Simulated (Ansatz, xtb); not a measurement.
## Two isomers of CH8O2Si3

Structure I is `O=C[Si@@H]([SiH3])O[SiH3]`, a singlet and structure II is `[SiH3][Si@@H]1CO[SiH2]O1`, a singlet. Both are isolated molecules in the gas phase, relaxed with PBE-D3(BJ)/def2-SVP; the shapes shown needn't be the lowest conformers.

I (Å):

```yaml
atoms:
  - { symbol: C, position_ang: [1.8853, -0.7577, -0.0697] }
  - { symbol: O, position_ang: [2.2141, 0.3680, -0.4132] }
  - { symbol: O, position_ang: [-0.6709, -0.1033, -1.2318] }
  - { symbol: Si, position_ang: [0.0497, -1.3251, -0.3560] }
  - { symbol: Si, position_ang: [-1.0241, -1.6297, 1.7216] }
  - { symbol: Si, position_ang: [-0.3738, 1.5045, -1.6572] }
  - { symbol: H, position_ang: [2.6439, -1.4467, 0.4223] }
  - { symbol: H, position_ang: [0.0560, -2.6099, -1.1436] }
  - { symbol: H, position_ang: [-0.3131, -2.7036, 2.5038] }
  - { symbol: H, position_ang: [-2.4589, -2.0364, 1.5229] }
  - { symbol: H, position_ang: [-0.9769, -0.3437, 2.5014] }
  - { symbol: H, position_ang: [0.7157, 1.6098, -2.6839] }
  - { symbol: H, position_ang: [-0.0576, 2.3397, -0.4496] }
  - { symbol: H, position_ang: [-1.6577, 2.0002, -2.2620] }
```

II (Å):

```tsv
atom	x (Å)	y (Å)	z (Å)
C	-0.8979	-0.5999	0.9712
O	-1.3759	0.6203	0.3870
O	0.1820	-0.2741	-1.5427
Si	0.2709	-3.5356	-0.7808
Si	0.5039	-1.2700	-0.1972
Si	-1.0366	0.8585	-1.2520
H	0.4928	-4.3953	0.4378
H	1.2561	-3.9409	-1.8433
H	-1.1273	-3.7752	-1.2873
H	1.8826	-0.9762	0.3366
H	-0.5214	-0.3882	1.9955
H	-1.7313	-1.3334	1.0761
H	-2.2188	0.5620	-2.1289
H	-0.5637	2.2646	-1.4560
```

Quicker runs give these differences E(II) − E(I): GFN2-xTB −204.5 kJ/mol; HF/STO-3G −196.3 kJ/mol (at GFN2-xTB geometries); r2SCAN-D4/def2-SVP −142.0 kJ/mol (at GFN2-xTB geometries).

**Question.** Estimate E(II) − E(I) at the level CCSD(T)/def2-SVP + ΔMP2/def2-TZVPP.

**Answer.** Calculated at CCSD(T)/def2-SVP + ΔMP2/def2-TZVPP: E(II) − E(I) = −161.2 kJ/mol, so structure II lies lower.

The same difference at several levels:

```json
{"level": "GFN2-xTB", "geometry": "GFN2-xTB", "E(II) − E(I) (kJ/mol)": "−204.5", "departure from the last row (kJ/mol)": "−43.3", "job, with rough time for the two": "optimisation, 0.31 s"}
{"level": "HF/STO-3G", "geometry": "GFN2-xTB", "E(II) − E(I) (kJ/mol)": "−196.3", "departure from the last row (kJ/mol)": "−35.1", "job, with rough time for the two": "single point, 0.36 s"}
{"level": "r2SCAN-D4/def2-SVP", "geometry": "GFN2-xTB", "E(II) − E(I) (kJ/mol)": "−142.0", "departure from the last row (kJ/mol)": "+19.3", "job, with rough time for the two": "single point, 3.8 s"}
{"level": "PBE-D3(BJ)/def2-SVP", "geometry": "PBE-D3(BJ)/def2-SVP", "E(II) − E(I) (kJ/mol)": "−138.0", "departure from the last row (kJ/mol)": "+23.2", "job, with rough time for the two": "optimisation, 38 s"}
{"level": "HF/def2-SVP", "geometry": "PBE-D3(BJ)/def2-SVP", "E(II) − E(I) (kJ/mol)": "−133.4", "departure from the last row (kJ/mol)": "+27.8", "job, with rough time for the two": "part of the CCSD(T) run"}
{"level": "MP2/def2-SVP", "geometry": "PBE-D3(BJ)/def2-SVP", "E(II) − E(I) (kJ/mol)": "−139.5", "departure from the last row (kJ/mol)": "+21.7", "job, with rough time for the two": "part of the CCSD(T) run"}
{"level": "CCSD(T)/def2-SVP", "geometry": "PBE-D3(BJ)/def2-SVP", "E(II) − E(I) (kJ/mol)": "−129.1", "departure from the last row (kJ/mol)": "+32.1", "job, with rough time for the two": "single point"}
{"level": "CCSD(T)/def2-SVP + ΔMP2/def2-TZVPP", "geometry": "PBE-D3(BJ)/def2-SVP", "E(II) − E(I) (kJ/mol)": "−161.2", "departure from the last row (kJ/mol)": "", "job, with rough time for the two": "single point, 44 s"}
```

As drawn, II has 1 C–O, 1 O–Si, 1 C–H in place of 1 C=O, 1 Si–H. Structure I has no ring, II a 5-membered ring.

None of the levels shown reverses the order. The largest departure from CCSD(T)/def2-SVP + ΔMP2/def2-TZVPP is that of GFN2-xTB, 43.3 kJ/mol. The last row adds to CCSD(T) the change of the MP2 difference between the two basis sets, here −32.1 kJ/mol, a large step that makes the value less sure.

With thermal terms from frequencies at re-optimised GFN2-xTB minima (ideal gas, soft modes damped towards free rotors, one conformer each, 298.15 K, 1 atm): the zero-point term adds +16.5 kJ/mol; ΔH is −149.0 and ΔG −138.5 kJ/mol.

The correlated steps freeze 18 core orbitals. Codes used: Ansatz 0.2.0, xtb 6.7.1; the last row on 4 threads of Arm Neoverse V1 on a shared host.
